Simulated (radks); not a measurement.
Problem. The mean radii <r> (bohr) of the occupied orbitals of an atom or ion are listed with their occupations. All-electron calculation, non-relativistic Kohn-Sham, r2SCAN, spin-polarised, spherical densities, point nucleus; meta-GGA in the generalised Kohn-Sham scheme. Program: a radial shooting solver on a logarithmic mesh with Libxc functionals.

orbital  occ.      <r>
1s          2  0.09730
2s          2   0.4791
2p          6   0.4424
3s          2    1.713
3p          4    2.064

Name the element and its charge.

Solution. Z = 16, sulfur, charge 0: S in [Ne] 3s2 3p(up 2, down 2). The 1s radius gives Z: for a bare nucleus <r> = 1.5/Z, 0.09375 bohr for Z = 16, and screening makes it slightly larger (0.09730 here). The occupations add up to 16, and the charge is Z minus that.
